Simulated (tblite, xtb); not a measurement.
O$_{4}$Os, triplet, geometry from GFN2-xTB (such geometries of metal compounds can be far from the true shape) (the multiplicity is a formal guess). Base run: GFN1-xTB (xtb).

Here is a job for xtb.
```
$ xtb mol.xyz --gfn 1 --uhf 2 --json

# file mol.xyz
5

Os    -0.00000000    -0.00000000    -0.00000000
O      1.25562739     0.85403793    -0.68566191
O      0.90693264    -1.04343838     0.92995844
O     -1.13864707    -1.09252818    -0.53476929
O     -1.02391295     1.28192863     0.29047276
```

Programs used: tblite, xtb; a row that names a program was run with it.

The base run was repeated with changes; each row names its change, and settings that it needs were set with it.

```json
[
 {"change": "base", "ΔE vs base (kcal/mol)": "0.000", "dipole (D)": "0.00", "G_solv (kcal/mol)": "-", "SCF cycles": "9"},
 {"change": "alpb = benzene", "ΔE vs base (kcal/mol)": "-4.43", "dipole (D)": "0.00", "G_solv (kcal/mol)": "-4.53", "SCF cycles": "10"},
 {"change": "file = coord", "ΔE vs base (kcal/mol)": "0.000", "dipole (D)": "0.00", "G_solv (kcal/mol)": "-", "SCF cycles": "9"},
 {"change": "etemp = 3000", "ΔE vs base (kcal/mol)": "-10.10", "dipole (D)": "0.00", "G_solv (kcal/mol)": "-", "SCF cycles": "8"},
 {"change": "program = tblite; method = gfn1; option = (--guess, eeq)", "ΔE vs base (kcal/mol)": "0.000", "dipole (D)": "-", "G_solv (kcal/mol)": "-", "SCF cycles": "-"},
 {"change": "program = tblite; method = gfn1; option = (--efield, 0,0,0.1)", "ΔE vs base (kcal/mol)": "-0.032", "dipole (D)": "-", "G_solv (kcal/mol)": "-", "SCF cycles": "-"},
 {"change": "acc = 1000", "ΔE vs base (kcal/mol)": "0.000", "dipole (D)": "0.01", "G_solv (kcal/mol)": "-", "SCF cycles": "6"},
 {"change": "alpb = methanol", "ΔE vs base (kcal/mol)": "-2.13", "dipole (D)": "0.00", "G_solv (kcal/mol)": "-2.42", "SCF cycles": "11"},
 {"change": "acc = 0.0001", "ΔE vs base (kcal/mol)": "0.000", "dipole (D)": "0.00", "G_solv (kcal/mol)": "-", "SCF cycles": "14"}
]
```

ALPB and GBSA are two models with their own fitted parameters for each solvent, which aren't always the measured dielectric constant.
